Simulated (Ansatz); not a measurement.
Ansatz (an electronic-structure program) input (RI-MP2/def2-QZVPP):
A basis named .json is the Basis Set Exchange file of that set.

Ansatz 0.2 input:
```yaml
crystal:
  periodic: [false, false, false]
  atoms:
    - {symbol: Zn, position_ang: [0.00000000, 0.00000000, 0.00000000]}
    - {symbol: H, position_ang: [0.00000000, 0.00000000, 1.65578858]}
    - {symbol: H, position_ang: [-0.00000000, -0.00000000, -1.65578858]}
basis:
  gaussian:
    orbitals: def2-QZVPP.json
    fitting: {mean_field: def2-universal-jkfit, correlation: def2-QZVPP-RIFIT.json}
total_charge: 1
magnetization: {spin_polarized: true, initial_magnetization: 1}
correlation: {method: mp2, electrons: outside_noble_gas}
```

Output:

```
Functional definition: HF
integrals: 0.08 GiB planned
300 factors; integrals over basis functions are off by at most 3.1e0 eV
428 factors; integrals over basis functions are off by at most 6.6e-1 eV
mean field: 0.33 GiB planned
mean field evaluation 1: about -48397.7770 eV, gradient 6.4e0 eV
mean field evaluation 2: about -48398.3929 eV, gradient 3.2e0 eV
mean field evaluation 4: about -48398.6232 eV, gradient 9.5e-1 eV
mean field evaluation 8: about -48397.6920 eV, gradient 6.7e0 eV
mean field evaluation 16: about -48398.6455 eV, gradient 5.9e-7 eV
mean field -48398.64550770 eV, -1778.6174166279 hartree, gradient 5.9e-7 eV, S^2 0.906014; 2 other end points of the search recorded, 0 dependent functions left out
9 core orbitals not correlated
reference -48398.64550770 eV, -1778.6174166279 hartree; 7, 6 occupied and 144, 145 virtual orbitals, 428 factors
second order -14.14825729 eV of doubles, -0.00000000 eV of singles
Total energy: -48412.79376499 eV, -1779.1373554931 hartree
```

The spin state was set by rule; other spins were not relaxed.

The determinant is spin-contaminated: <S^2> is 0.91 against 0.75 for a pure state.
